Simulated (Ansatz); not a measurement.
The Ansatz (a program for electronic structure) input:
Ansatz 0.2 input:
```yaml
crystal:
  periodic: [false, false, false]
  atoms:
    - {symbol: Ge, position_ang: [-0.00000000, -0.00000000, -1.45814979]}
    - {symbol: Te, position_ang: [0.00000000, 0.00000000, 0.89732295]}
basis:
  gaussian:
    orbitals: def2-SVP
hamiltonian:
  xc: cam_b3lyp
```

### Question
Estimate the total energy that Ansatz with CAM-B3LYP/def2-SVP returns for this input.

### Answer
-2344.9016 Eh

### Question
Predict the number of basis functions from CAM-B3LYP/def2-SVP.

### Answer
58
